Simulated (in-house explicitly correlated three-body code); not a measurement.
Computed with an exponentially correlated three-body code. Model: two electrons around a point charge, non-relativistic, variational in 260 exponentially correlated functions (energies converged to about 1e-7 hartree, or 1e-8 relative for large Z), ground state as one setting changes.

Given: nuclear charge 2.

```json
{"Yukawa screening of all interactions (1/bohr)": "0.004", "ground energy (hartree)": "-2.89174272", "binding of second electron (eV)": "24.483", "mean radius (bohr)": "0.92948", "mean distance of electrons (bohr)": "1.4221", "mean cosine of angle": "-0.064202"}
{"Yukawa screening of all interactions (1/bohr)": "0.01", "ground energy (hartree)": "-2.87383879", "binding of second electron (eV)": "24.321", "mean radius (bohr)": "0.9295", "mean distance of electrons (bohr)": "1.4221", "mean cosine of angle": "-0.064199"}
{"Yukawa screening of all interactions (1/bohr)": "0.02", "ground energy (hartree)": "-2.84418058", "binding of second electron (eV)": "24.052", "mean radius (bohr)": "0.92959", "mean distance of electrons (bohr)": "1.4222", "mean cosine of angle": "-0.064187"}
{"Yukawa screening of all interactions (1/bohr)": "0.04", "ground energy (hartree)": "-2.78553765", "binding of second electron (eV)": "23.52", "mean radius (bohr)": "0.92992", "mean distance of electrons (bohr)": "1.4228", "mean cosine of angle": "-0.064141"}
{"Yukawa screening of all interactions (1/bohr)": "0.07", "ground energy (hartree)": "-2.69922644", "binding of second electron (eV)": "22.739", "mean radius (bohr)": "0.93083", "mean distance of electrons (bohr)": "1.4242", "mean cosine of angle": "-0.064022"}
{"Yukawa screening of all interactions (1/bohr)": "0.1", "ground energy (hartree)": "-2.61485295", "binding of second electron (eV)": "21.976", "mean radius (bohr)": "0.93218", "mean distance of electrons (bohr)": "1.4263", "mean cosine of angle": "-0.063847"}
{"Yukawa screening of all interactions (1/bohr)": "0.15", "ground energy (hartree)": "-2.47840669", "binding of second electron (eV)": "20.743", "mean radius (bohr)": "0.9354", "mean distance of electrons (bohr)": "1.4312", "mean cosine of angle": "-0.063447"}
{"Yukawa screening of all interactions (1/bohr)": "0.2", "ground energy (hartree)": "-2.34700618", "binding of second electron (eV)": "19.559", "mean radius (bohr)": "0.93974", "mean distance of electrons (bohr)": "1.4379", "mean cosine of angle": "-0.062928"}
{"Yukawa screening of all interactions (1/bohr)": "0.3", "ground energy (hartree)": "-2.09862877", "binding of second electron (eV)": "17.328", "mean radius (bohr)": "0.95169", "mean distance of electrons (bohr)": "1.4565", "mean cosine of angle": "-0.061597"}
{"Yukawa screening of all interactions (1/bohr)": "0.4", "ground energy (hartree)": "?", "binding of second electron (eV)": "?", "mean radius (bohr)": "?", "mean distance of electrons (bohr)": "?", "mean cosine of angle": "?"}
{"Yukawa screening of all interactions (1/bohr)": "0.5", "ground energy (hartree)": "-1.65540131", "binding of second electron (eV)": "13.38", "mean radius (bohr)": "0.98849", "mean distance of electrons (bohr)": "1.5138", "mean cosine of angle": "-0.058046"}
{"Yukawa screening of all interactions (1/bohr)": "0.6", "ground energy (hartree)": "-1.45855793", "binding of second electron (eV)": "11.647", "mean radius (bohr)": "1.0138", "mean distance of electrons (bohr)": "1.5533", "mean cosine of angle": "-0.055929"}
{"Yukawa screening of all interactions (1/bohr)": "0.8", "ground energy (hartree)": "-1.11033009", "binding of second electron (eV)": "8.6213", "mean radius (bohr)": "1.0808", "mean distance of electrons (bohr)": "1.6587", "mean cosine of angle": "-0.051156"}
{"Yukawa screening of all interactions (1/bohr)": "1", "ground energy (hartree)": "?", "binding of second electron (eV)": "?", "mean radius (bohr)": "?", "mean distance of electrons (bohr)": "?", "mean cosine of angle": "?"}
{"Yukawa screening of all interactions (1/bohr)": "1.2", "ground energy (hartree)": "-0.577557409", "binding of second electron (eV)": "4.1637", "mean radius (bohr)": "1.3134", "mean distance of electrons (bohr)": "2.0294", "mean cosine of angle": "-0.039802"}
{"Yukawa screening of all interactions (1/bohr)": "1.4", "ground energy (hartree)": "-0.384273956", "binding of second electron (eV)": "2.6379", "mean radius (bohr)": "1.5181", "mean distance of electrons (bohr)": "2.3595", "mean cosine of angle": "-0.033332"}
{"Yukawa screening of all interactions (1/bohr)": "1.6", "ground energy (hartree)": "-0.234612125", "binding of second electron (eV)": "1.5183", "mean radius (bohr)": "1.8427", "mean distance of electrons (bohr)": "2.8875", "mean cosine of angle": "-0.026422"}
{"Yukawa screening of all interactions (1/bohr)": "1.8", "ground energy (hartree)": "-0.124974187", "binding of second electron (eV)": "0.75423", "mean radius (bohr)": "2.4118", "mean distance of electrons (bohr)": "3.8211", "mean cosine of angle": "-0.019226"}
{"Yukawa screening of all interactions (1/bohr)": "2", "ground energy (hartree)": "-0.051773521", "binding of second electron (eV)": "0.28927", "mean radius (bohr)": "3.6044", "mean distance of electrons (bohr)": "5.7919", "mean cosine of angle": "-0.012027"}
{"Yukawa screening of all interactions (1/bohr)": "2.1", "ground energy (hartree)": "-0.0276962971", "binding of second electron (eV)": "0.14935", "mean radius (bohr)": "4.8371", "mean distance of electrons (bohr)": "7.8364", "mean cosine of angle": "-0.0086159"}
```

Task: What follows for Yukawa screening of all interactions = 1?

Result: ground energy -0.818214182 hartree; binding of second electron 6.1429 eV; mean radius 1.1761 bohr; mean distance of electrons 1.81 bohr; mean cosine of angle -0.045759.

Task: What follows for Yukawa screening of all interactions = 0.4?

Result: ground energy -1.86845054 hartree; binding of second electron 15.271 eV; mean radius 0.9679 bohr; mean distance of electrons 1.4817 bohr; mean cosine of angle -0.059949.
